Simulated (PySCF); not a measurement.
Compound: C5H13OSi (doublet state).
Z-matrix (Å and degrees, GFN2-xTB geometry), rows numbered from 1:
```
C 
C   1  1.4679
O   2  1.3937  1  114.13
Si  3  1.6225  2  127.66  1   -71.94
C   4  1.8902  3  103.34  2  -179.12
C   5  1.5235  4  111.51  3   174.82
C   6  1.5246  5  112.25  4   178.97
H   1  1.0694  2  120.03  3    -1.65
H   1  1.0712  2  119.60  3  -178.14
H   2  1.1054  1  110.51  3   119.90
H   2  1.1064  1  110.06  3  -123.65
H   4  1.4690  3  112.39  2    60.38
H   4  1.4707  3  110.11  2   -59.09
H   5  1.0913  4  110.57  3    53.32
H   5  1.0915  4  110.34  3   -64.03
H   6  1.0919  5  109.26  4    57.48
H   6  1.0919  5  109.32  4   -59.62
H   7  1.0882  6  110.48  5   -60.33
H   7  1.0883  6  110.44  5    59.46
H   7  1.0881  6  110.76  5   179.55
```

The hyperfine couplings belong to this conformer and change with its torsions.

The species is `[CH2]CO[SiH2]CCC` [radical].

Computed, not measured: UKS B3LYP, pcH-1 on C H O Si, non-relativistic, mean-field spin-orbit, GIAO (PySCF 2.14.0). Isolated species at its GFN2-xTB geometry (one conformer only). A GFN2-xTB geometry isn't a minimum of the functional, and hyperfine couplings can be far from their values at a DFT geometry. No stability test was run, so a lower SCF solution isn't excluded.

**Question.** Predict the first-order ENDOR lines of H10/H11, H8/H9 and H12/H13 under fast tumbling at B = 335.9 mT (X band).

**Answer.** For S = 1/2 in fast tumbling each set of equivalent nuclei gives two lines, ν± = |νn ± a/2| to first order, with νn = g_N μN B/h and μN/h = 7.62259 MHz/T.

| nuclei | isotope | g_N | νn (MHz) | a_iso (MHz) | lower line (MHz) | upper line (MHz) |
| --- | --- | --- | --- | --- | --- | --- |
| H10/H11 | 1H | 5.5857 | 14.30 | 132.38 | 51.89 | 80.49 |
| H8/H9 | 1H | 5.5857 | 14.30 | -63.91 | 17.65 | 46.25 |
| H12/H13 | 1H | 5.5857 | 14.30 | 2.03 | 13.29 | 15.32 |

**Question.** Which pairs are centred on the nuclear Larmor frequency, and which on half the coupling?

**Answer.** Centred on νn, since |a| < 2νn: H12/H13. Centred on |a|/2 and split by 2νn: H10/H11 and H8/H9.

**Question.** At what field would the lower line of H10/H11 fall to zero frequency?

**Answer.** Where νn = |a|/2, that is B = 66.19 MHz/(5.5857 × 7.62259 MHz/T) = 1550 mT, as far as first order holds there.

Nuclei that the bonding pattern makes equivalent are averaged, as if the motion that swaps them (rotation, inversion, ring flip) were fast.
